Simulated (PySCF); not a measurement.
CH₅BFN.
Cartesian coordinates in Å at the PBE0-D3(BJ)/def2-SVP level; atoms count from 1:
```
atom  x, y, z in Å
C1    -1.098    0.265   -0.369
B2     0.232    0.179    0.464
N3     1.362   -0.546    0.071
F4     0.301    0.836    1.639
H5    -1.057   -0.253   -1.338
H6    -1.364    1.319   -0.549
H7    -1.929   -0.167    0.213
H8     2.203   -0.589    0.631
H9     1.408   -1.061   -0.796
```

Method: PBE0-D3(BJ)/def2-SVP geometry optimisation, gas phase in PySCF.

Take the most abundant isotopes and a rigid rotor. 

Give the principal moments of inertia and the rotational constants in MHz.

Ia = 53.83, Ib = 63.13, Ic = 113.83 u·Å²; 505379 MHz·u·Å²/I gives A = 9388, B = 8006, C = 4440 MHz.

What kind of rotor is it?

An asymmetric top; Ray's κ = 0.441.

What does the inertial defect say?

Not planar: Δ = Ic − Ia − Ib = -3.13 u·Å². For a rigid frame Δ = −2 Σ m c², so Σ m c² = 1.57 u·Å² lies off the ab plane, practically all of it from hydrogen. The atom farthest from that plane is 0.92 Å away.

Give the other two planar moments, Paa and Pbb, and the rms extents of the mass along the axes.

Paa = Σ m a² = (Ib + Ic − Ia)/2 = 61.56 and Pbb = Σ m b² = (Ia + Ic − Ib)/2 = 52.27 u·Å². With the mass M = 61.05 u, the rms extents √(P/M) along a, b and c are 1.00, 0.93, 0.16 Å.

List the rotational levels J(Ka,Kc) to J = 3 (K).

Above 0(0,0), as E/k:
J = 1: 1(0,1) 0.597, 1(1,1) 0.664, 1(1,0) 0.835
J = 2: 2(0,2) 1.671, 2(1,2) 1.687, 2(1,1) 2.201, 2(2,1) 2.399, 2(2,0) 2.520
J = 3: 3(0,3) 3.159, 3(1,3) 3.161, 3(1,2) 4.117, 3(2,2) 4.191, 3(2,1) 4.617, 3(3,1) 5.012, 3(3,0) 5.083
Those of J = 1 are B + C, A + C and A + B.

Which types of transition are allowed, and where do some lines up to J = 2 fall?

The dipole components are |μa| = 0.46 D, |μb| = 2.24 D, |μc| = 0.00 D. The squared components, which scale the intensities, stand as 0.04 : 1.00 : 0.00 (a : b : c). Some of the stronger lines:

```tsv
type	branch	J(Ka,Kc)	MHz	lower level (cm⁻¹)
a	Q	2(2,0) ← 2(2,1)	2514	1.668
a	Q	1(1,0) ← 1(1,1)	3566	0.461
b	Q	1(1,0) ← 1(0,1)	4948	0.415
b	Q	2(2,0) ← 2(1,1)	6660	1.529
a	Q	2(1,1) ← 2(1,2)	10698	1.173
b	Q	2(1,1) ← 2(0,2)	11028	1.162
a	R	1(0,1) ← 0(0,0)	12446	0.000
b	R	1(1,1) ← 0(0,0)	13828	0.000
b	Q	2(2,1) ← 2(1,2)	14844	1.173
b	R	2(0,2) ← 1(1,1)	20996	0.461
a	R	2(1,2) ← 1(1,1)	21326	0.461
a	R	2(0,2) ← 1(0,1)	22378	0.415
b	R	2(1,2) ← 1(0,1)	22708	0.415
a	R	2(1,1) ← 1(1,0)	28458	0.580
b	R	2(2,1) ← 1(1,0)	32604	0.580
b	R	2(2,0) ← 1(1,1)	38683	0.461
```

No PBE0-D3(BJ)/def2-SVP frequencies stand behind this structure, so it isn't proved a minimum. These are rigid-rotor constants of the computed structure; measured ground-state constants (B0) also hold zero-point vibration. A rigid rotor knows nothing of internal rotation, which can split or shift real lines. Quadrupole hyperfine structure (11B, 14N) is left out.
